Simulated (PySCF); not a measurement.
# Telling isomers of C7H9P apart by NMR

Level of theory: PBE0/pcSseg-1 with gauge-including orbitals, structure optimised with GFN2-xTB, in PySCF 2.14 (non-relativistic, equivalent nuclei averaged, no solvent, one conformer).

Referencing at the same level of theory: ¹H (31.72 ppm), ¹³C (186.93 ppm) against TMS. Splittings of carbon signals by F and P are missing where no couplings were computed. Where no couplings were computed, multiplicities follow the n + 1 count of equivalent neighbours, and m marks all less simple cases (inequivalent or close neighbours, rings, F or P nearby). Shifts are as computed. Against solution values, carbons near 30 ppm lie about +3 ppm off and those near 130 ppm about +5 ppm. Of 1211 compounds with measured shifts, 218 miss one by over three times the rms of a fit or turn the order of signals round; such compounds aren't used in these exercises.

(1) Tabulate the signals of `Cc1ccc(C)pc1`, `CC#CP=C=C(C)C`, `Cc1cccc(C)p1`, `C=Cc1[pH]ccc1C` and their relative energies.

(2) What is the quickest way to tell Cc1cccc(C)p1 from C=Cc1[pH]ccc1C?

(3) What is the quickest way to tell CC#CP=C=C(C)C from Cc1cccc(C)p1?

(4) What is the quickest way to tell CC#CP=C=C(C)C from C=Cc1[pH]ccc1C?

## Answers

(1) 
```json
{"SMILES": "Cc1ccc(C)pc1", "carbon types": "2×C 3×CH 2×CH3", "δC": "176.9, 164.2, 145.2, 140.1, 135.7, 27.6, 27.2", "δH": "8.84 (m, 1H), 8.05 (m, 1H), 7.58 (m, 1H), 2.86 (m, 3H), 2.61 (s, 3H)", "E rel. (kcal/mol)": "0.0"}
{"SMILES": "CC#CP=C=C(C)C", "carbon types": "4×C 3×CH3", "δC": "275.5, 123.2, 112.4, 81.0, 24.5, 6.6", "δH": "2.15 (s, 3H), 1.96 (s, 6H)", "E rel. (kcal/mol)": "71.4"}
{"SMILES": "Cc1cccc(C)p1", "carbon types": "2×C 3×CH 2×CH3", "δC": "180.6, 136.9, 135.0, 27.3", "δH": "7.91 (m, 2H), 7.76 (m, 1H), 2.84 (m, 6H)", "E rel. (kcal/mol)": "0.5"}
{"SMILES": "C=Cc1[pH]ccc1C", "carbon types": "2×C 3×CH 1×CH2 1×CH3", "δC": "152.2, 152.2, 151.2, 138.8, 138.0, 120.2, 17.0", "δH": "7.11 (m, 1H), 7.09 (m, 1H), 6.77 (m, 1H), 6.00 (m, 1H), 5.32 (m, 1H), 5.05 (m, 1H), 2.28 (s, 3H)", "E rel. (kcal/mol)": "29.6"}
```

Energies are electronic energies at PBE0/pcSseg-1 on these geometries, without zero-point or thermal terms, each for the one conformer computed, which needn't be the lowest.

(2) Count the carbon signals: 4 against 7. The first has a substituted aromatic carbon (C) at 180.6 ppm, the second a terminal =CH2 carbon at 120.2 ppm. Their most deshielded carbons lie at 180.6 and 152.2 ppm. In the proton spectra the most deshielded non-exchanging signals are 7.91 (m, 2H) and 7.11 (m, 1H).

(3) Count the carbon signals: 6 against 4. The first has a cumulene carbon (C) at 275.5 ppm, the second an aromatic CH at 136.9 ppm. Their most deshielded carbons lie at 275.5 and 180.6 ppm. In the proton spectra the most deshielded non-exchanging signals are 2.15 (s, 3H) and 7.91 (m, 2H).

(4) Count the carbon signals: 6 against 7. The first has a cumulene carbon (C) at 275.5 ppm, the second a unsaturated ring CH at 152.2 ppm. Their most deshielded carbons lie at 275.5 and 152.2 ppm. In the proton spectra the most deshielded non-exchanging signals are 2.15 (s, 3H) and 7.11 (m, 1H).
